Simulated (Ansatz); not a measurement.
Consider the formal exchange of groups at a C–Ga bond: `C=[CH][GaH][Cl]` + `[CH3][SnH2][F]` → `C=C[CH2][SnH2][F]` + `[Cl][GaH2]`.

Computed with Ansatz on PBE0-D4/def2-TZVP structures; ΔE is electronic, products minus reactants. CCSD(T)/CBS adds triple-zeta CCSD(T) − MP2 to the extrapolated MP2 energy (def2 sets, frozen cores). DFT in def2-TZVPP. HSE06 is defined as in plane-wave codes. Elements past krypton have def2 core potentials. For Ga, Sn outer-core shells are correlated without core-valence functions, which leaves a few kJ/mol of doubt a bond. Scalar relativity is left out up to krypton. One conformer a species, not always the lowest.

```
             level  ΔE (kJ/mol)  difference from CCSD(T)/CBS
       LDA (SPW92)         23.4                        -16.3
          HSE06-D4         31.5                         -8.2
           ωB97M-V         34.9                         -4.8
            B2PLYP         37.8                         -1.9
          PBE-QIDH         35.8                         -3.9
            revPBE         34.8                         -4.9
           r2SCAN0         34.4                         -5.3
           LC-ωPBE         35.3                         -4.4
       HF/def2-SVP         32.9                         -6.8
     CCSD/def2-SVP         27.6                        -12.1
     HF/def2-TZVPP         38.1                         -1.6
    MP2/def2-TZVPP         39.4                         -0.3
   CCSD/def2-TZVPP         38.9                         -0.8
SCS-MP2/def2-QZVPP         38.9                         -0.8
      HF/CBS(def2)         37.2                         -2.5
     MP2/CBS(def2)         40.3                          0.6
       CCSD(T)/CBS         39.7                            0
```

Largest T1 diagnostic among the species: 0.013.

Leaving LDA and LC-ωPBE aside and taking each functional with its dispersion term where it has one, the values, not all of them listed here, spread over 11.3 kJ/mol, from B97M-V to B2PLYP. LDA lies −8.7 kJ/mol from PBE without D4. At CCSD(T), def2-SVP lies −12.6 kJ/mol from the extrapolated value and def2-TZVPP −0.8 kJ/mol.
